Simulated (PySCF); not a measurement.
Correlation energy of Sn(36+) (tin, charge +36)

[Ne] 3s2 3p2, high-spin 3P determinant. All numbers are calculated (PySCF 2.14, the non-relativistic Hamiltonian (point nucleus), in an uncontracted even-tempered set (16 s from 5.9 bohr⁻², ratio 2.5; 10 p from 7.7 bohr⁻², ratio 2.5; 4 d from 32 bohr⁻², ratio 2.7; 4 f from 48 bohr⁻², ratio 2.7)). Frozen: 1s2; 12 electrons correlated; the 17 highest virtual orbitals of each spin left out.

MP2 pair energies summed by pair of shells (mhartree):

```json
{"pair": "2p-2p", "energy": "-196.95", "share (%)": "40.8"}
{"pair": "3s-3p", "energy": "-67.75", "share (%)": "14.0"}
{"pair": "2s-2p", "energy": "-55.79", "share (%)": "11.6"}
{"pair": "2p-3p", "energy": "-43.81", "share (%)": "9.1"}
{"pair": "3s-3s", "energy": "-42.53", "share (%)": "8.8"}
{"pair": "2p-3s", "energy": "-40.88", "share (%)": "8.5"}
{"pair": "2s-2s", "energy": "-10.38", "share (%)": "2.2"}
{"pair": "2s-3p", "energy": "-8.57", "share (%)": "1.8"}
{"pair": "3p-3p", "energy": "-8.10", "share (%)": "1.7"}
{"pair": "2s-3s", "energy": "-7.63", "share (%)": "1.6"}
```

Total MP2 correlation energy: -482.38 mhartree.

At this charge a non-relativistic calculation is a model, useful for the Z dependence of the correlation energy.

Spin-orbit coupling is strong in this species, so the high-spin LS determinant is a model state.
